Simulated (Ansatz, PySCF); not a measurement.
Process, species as SMILES: [I][Sb][I] → [I][Sb][I] as singlet, charge -1 (an electron is taken up)
Each molecule is optimised on its own at B3LYP-D3(BJ)/def2-TZVP (Ansatz, an electronic-structure program). Unstable Hartree-Fock reference: [I][Sb][I] as singlet, charge -1.

Wanted: adiabatic electron affinity (0 K, with B3LYP-D3(BJ) harmonic zero-point energies from PySCF), positive where the reaction releases energy, in eV. Valence correlation only, unless marked. UHF or UKS for open shells. No spin-orbit coupling. The frozen core is the preceding noble-gas configuration, with the filled d and f shells of earlier blocks. Past Kr the def2 sets carry scalar-relativistic core potentials. STO-3G rows are all-electron and non-relativistic. Anions need diffuse functions: def2-D sets add few; the other sets have none. Basis-set limits of correlation are two-point, X^-3; Hartree-Fock from the larger set. [CCSD(T)-MP2]/basis is that difference in the basis named.

```csv
level,program,adiabatic electron affinity (eV)
PBE-D4/def2-TZVPD,Ansatz + dftd4,1.93
BLYP-D3(BJ)/def2-TZVPD,Ansatz + dftd3,1.88
BLYP-D4/def2-TZVPD,Ansatz + dftd4,1.90
PBE0/def2-SVP,Ansatz,1.87
BHLYP/def2-TZVPD,Ansatz,?
TPSSh/def2-TZVPD,PySCF,1.97
r2SCANh-D4/def2-TZVPD,Ansatz + dftd4,1.94
r2SCAN0-D4/def2-TZVPD,Ansatz + dftd4,1.97
B2GP-PLYP/def2-TZVPD,Ansatz,?
RPA@PBE/def2-QZVPP,Ansatz,?
CCSD/STO-3G,Ansatz,-2.24
"RI-MP2/CBS(def2-TZVPPD,def2-QZVPPD)+[CCSD(T)-MP2]/def2-TZVPPD",Ansatz,?
```

Q: What belongs in the gaps?

A: 
- BHLYP/def2-TZVPD, adiabatic electron affinity (eV): 2.02
- B2GP-PLYP/def2-TZVPD, adiabatic electron affinity (eV): 2.03
- RPA@PBE/def2-QZVPP, adiabatic electron affinity (eV): 2.39
- RI-MP2/CBS(def2-TZVPPD,def2-QZVPPD)+[CCSD(T)-MP2]/def2-TZVPPD, adiabatic electron affinity (eV): 2.17
